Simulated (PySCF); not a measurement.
# MoN₂ + F₂ → MoF₂ + N₂

Level: PBE0 in the def2-TZVP basis family, computed in PySCF with density fitting; scalar-relativistic core potentials for atoms from Rb on, none lighter, no spin–orbit coupling; open shells unrestricted.

```csv
species,state and structure,E (Eh),ZPE (kJ/mol),H(298 K) − H(0) (kJ/mol),S° (J/(mol K))
MoN₂,"singlet, C2v, Mo–N 1.652 Å (×2); N–Mo–N 104.4°",-177.49392,15.5,10.7,262.1
F₂,"singlet, D∞h, F–F 1.376 Å",-199.40856,6.6,8.7,201.9
MoF₂,"quintet, C2v, Mo–F 1.868 Å (×2); F–Mo–F 134.2°",-267.81612,8.8,12.3,292.0
N₂,"singlet, D∞h, N–N 1.089 Å",-109.44629,14.9,8.7,191.4
```

Question: What is the electronic reaction energy?

Answer: At PBE0/def2-TZVP, ΔE = -945.0 kJ/mol from the differences of the total energies times 2625.5, downhill. Fluorination of this kind underlies dry etching and chamber cleaning.

Question: Add zero-point, thermal and entropy terms for 298.15 K and 1 bar.

Answer: ΔZPE = 1.6 and Δ[H(298) − H(0)] = 1.6 kJ/mol give ΔH° = -941.8 kJ/mol. ΔS° = 19.4 J/(mol K), so ΔG° = -941.8 − 298.15 × (0.0194) = -948 kJ/mol.

Open d or f shells are single determinants, so the state found may not be the ground state. Each species is the lowest minimum found with this bonding; other isomers or fragments can lie lower.
